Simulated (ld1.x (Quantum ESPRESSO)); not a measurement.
# Mo (Z = 42): excitation energies, all-electron against RRKJ

Mo (Z = 42), norm-conserving RRKJ (Kleinman–Bylander form), made with ld1.x (Quantum ESPRESSO) 7.5 (LDA (PZ), scalar-relativistic). Core [Ar] 3d10 4s2, reference 4p6 4d5 5s1 5p0. Waves: 4p (bound): rc 1.40 bohr; 4d (bound): rc 1.90 bohr; 5s (bound): rc 2.25 bohr. Local part: the s channel. Core correction: Bessel-smoothed model core, default radius (core density twice the valence density).

Energies are relative to the spin-unpolarised reference configuration 4p6 4d5 5s1 5p0; without spin polarisation the order of configurations can differ from experiment. Spin-polarised rows fill each open shell by Hund’s rule, majority spin first. The frozen-core shift is the all-electron ΔE with the core orbitals held at their reference shape minus the fully relaxed ΔE.

Question: Give the all-electron excitation energy and the error of the potential for: 4p6 4d5 5s0 5p0; 4p6 4d4 5s0 5p0; 4p6 4d3 5s0 5p0; 4p6 4d4 5s1 5p0; 4p6 4d4 5s2 5p0; 4p6 4d5 5s0.5 5p0; 4p6 4d2 5s0 5p0; 4p6 4d5 5s1 5p0 (spin-polarised); 4p6 4d5 5s0 5p0 (spin-polarised).

Answer:

```
           valence configuration  charge  ΔE all-electron (eV)  error AE − PS (meV)  frozen-core shift (meV)
                 4p6 4d5 5s0 5p0      +1                 7.186                 -8.1                     +1.8
                 4p6 4d4 5s0 5p0      +2                22.889                  -52                     +5.0
                 4p6 4d3 5s0 5p0      +3                49.850                 -238                      +40
                 4p6 4d4 5s1 5p0      +1                 8.262                  -23                     +1.9
                 4p6 4d4 5s2 5p0       0                 0.139                  -34                     +1.0
               4p6 4d5 5s0.5 5p0    +0.5                 2.864                 -1.9                     +0.7
                 4p6 4d2 5s0 5p0      +4                89.547                 -555                     +148
4p6 4d5 5s1 5p0 (spin-polarised)       0                -3.924                  +87                     +4.5
4p6 4d5 5s0 5p0 (spin-polarised)      +1                 3.795                  +67                     +6.4
```

Levels in the configuration 4p6 4d5 5s1 5p0 (spin-polarised):

| level | all-electron (eV) | pseudo (eV) |
| --- | --- | --- |
| 4p up | -39.164 | -39.151 |
| 4d up | -4.653 | -4.646 |
| 5s up | -4.838 | -4.845 |
| 4p down | -36.527 | -36.425 |

These tests converged, but a pseudo level misses the all-electron one widely, so the file describes the atom poorly there or has found another state: 4p6 4d3 5s0 5p0: empty 5p by 2.2 eV; 4p6 4d2 5s0 5p0: empty 5p by 3.3 eV.
